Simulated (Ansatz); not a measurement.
`C[O][Ga]([Cl])[Cl]` → `[CH2]` (triplet) + `[OH][Ga]([Cl])[Cl]` at 700 K and 1 bar (formal loss of a carbene).

Computed with Ansatz on PBE0-D4/def2-TZVP structures; ΔE is electronic, products minus reactants. CCSD(T)/CBS is the MP2 limit (def2-TZVPP, def2-QZVPP) plus CCSD(T) − MP2 in def2-TZVPP, frozen cores. This one scheme is used for every species. Triplets are unrestricted, without spin–orbit coupling. For Ga outer-core shells are correlated without core-valence functions, which leaves a few kJ/mol of doubt a bond. Scalar relativity is left out up to krypton. Each species was taken in one conformer, which may not be the lowest.

| species | CCSD(T)/CBS energy (Eh) | H − E (kJ/mol) | S (J/(mol·K)) |
| --- | --- | --- | --- |
| `C[O][Ga]([Cl])[Cl]` | -2958.65291 | 187.4 | 479.4 |
| `[CH2]` (triplet) | -39.09499 | 70.4 | 226.8 |
| `[OH][Ga]([Cl])[Cl]` | -2919.41483 | 96.8 | 411.0 |

H − E and S are ideal-gas, rigid-rotor, harmonic terms from PBE0-D4/def2-TZVP, for one conformer and one mirror image of each species, with the whole ground term of open shells counted as degenerate. 1 Eh = 2625.50 kJ/mol, R = 8.31446 J/(mol·K).

**Question.** By hand: ΔE, ΔH, ΔS and ΔG.

**Answer.** ΔE = (-39.09499) + (-2919.41483) − (-2958.65291) = 0.14309 Eh = 375.7 kJ/mol. Δ(H − E) = 70.4 + 96.8 − 187.4 = -20.2, so ΔH = 355.5 kJ/mol. ΔS = 226.8 + 411.0 − 479.4 = 158.4 J/(mol·K). ΔG = 355.5 − 700 × (158.4)/1000 = 244.6 kJ/mol.

**Question.** By hand: the equilibrium constant, and the temperature at which ΔG would vanish if ΔH and ΔS stayed fixed.

**Answer.** log₁₀ K = −ΔG/(RT ln 10) = -18.3. ΔG = 0 at ΔH/ΔS = 2244 K.

The number of gas molecules changes by +1, which sets the sign of ΔS. A doubt of 5 kJ/mol in ΔE shifts log₁₀ K by 0.4 here. Other conformers and mirror images would add mixing entropy, several J/(mol·K) or more a flexible species. A triplet takes part, so the spin changes. These are equilibria of isolated gas molecules and say nothing of rates. Largest T1 diagnostic: 0.013 (customary marks: 0.02 for closed shells, 0.045 for open ones).
